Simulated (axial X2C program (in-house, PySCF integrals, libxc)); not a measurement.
**Worked dissociation energy of MnF: B3LYP, with spin–orbit coupling**

All values were computed with an in-house relativistic program for diatomic molecules. Two-component (2c) means X2C with spin–orbit coupling and atomic mean-field two-electron Coulomb and Gaunt terms; the speed of light was multiplied by 0.8, so these are model numbers, not those of the real molecule. Basis: Mn dyall-v3z [9s10p6d3f2g], F dyall-v3z [6s5p2d1f] (cores contracted in-house); Gaussian nuclei, density fitting, unrestricted open shells. Masses: Mn 54.938 u, F 18.998 u.

Molecular state: Ω = 3 (⟨Sz⟩ = 3.00, ⟨Lz⟩ = 0.00 at B3LYP).

```
E(Mn) (2M_J = 5) : -1162.522301 hartree
E(F) (2M_J = 1)  : -99.903664 hartree
E(MnF) at Re     : -1262.590452 hartree
ωe               : 609.1 cm⁻¹
ωexe             : 3.26 cm⁻¹
```

Question: Work out De and D0.

Answer: De = -1162.522301 + (-99.903664) − (-1262.590452) = 0.16449 hartree = 4.476 eV. The zero-point energy is ωe/2 − ωexe/4 = 304 cm⁻¹ = 0.038 eV, so D0 = 4.438 eV.

The state is a single determinant with fixed occupations, the lowest that a limited PBE0 search found. De is counted from the lowest determinant-based energies of the atoms at the same level, without counterpoise correction. Density functionals use the spin component along the axis (collinear). The 2c atoms are single determinants rather than J levels; their spin–orbit lowering is only partly caught, and De is too large by that part. This holds for B3LYP. Other states lie close and PBE0, whose exact exchange favours high spin, may order them wrongly; the determinant shown need not be the ground state. The nearest other 2c determinant of the search, Ω = 2, lies 0.70 eV up at the distance of the search. The functionals have no current-density term, which raises determinants with orbital currents, atoms included. With several unpaired electrons one determinant need not be a pure state. Open-shell Ω = 0 determinants with evenly filled partner blocks cannot be reached by this program, so the Ω shown need not be the lowest component.

Each atomic determinant is the lowest at this level and need not be a pure J level. Totals compare only within one Hamiltonian and basis.
